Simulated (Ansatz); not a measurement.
(RbH)n off: binding per atom (eV) at several levels, gas phase, relaxed structures; Ansatz. Clusters are the lowest isomers that short searches found in that spin, judged at the geometry's level. Core potentials for Rb in the def2 sets, no spin–orbit coupling. Binding counts from free atoms in the multiplicity of their measured ground term, without zero-point energy. The structures are stationary points that may keep the symmetry of their start. Correlated methods freeze inner cores and use unrestricted references for open shells.

```csv
species,state,geometry,PBE-D4/def2-SVP,PBE-D4/def2-TZVP,r2SCAN-D4/def2-TZVP,PBE0-D4/def2-SVP,MP2/def2-TZVP
Rb2H,doublet,B3LYP-D4/def2-TZVP,0.77,0.78,0.78,0.75,0.57
Rb2H3,doublet,r2SCAN-D4/def2-TZVP,1.37,1.39,1.41,1.35,1.22
Rb5H4,doublet,B3LYP-D4/def2-SVP,1.29,1.30,1.32,1.29,1.10
```

**Question.** Estimate the column for PBE0-D4/def2-TZVP.

**Answer.** Rb2H 0.77; Rb2H3 1.38; Rb5H4 1.30.
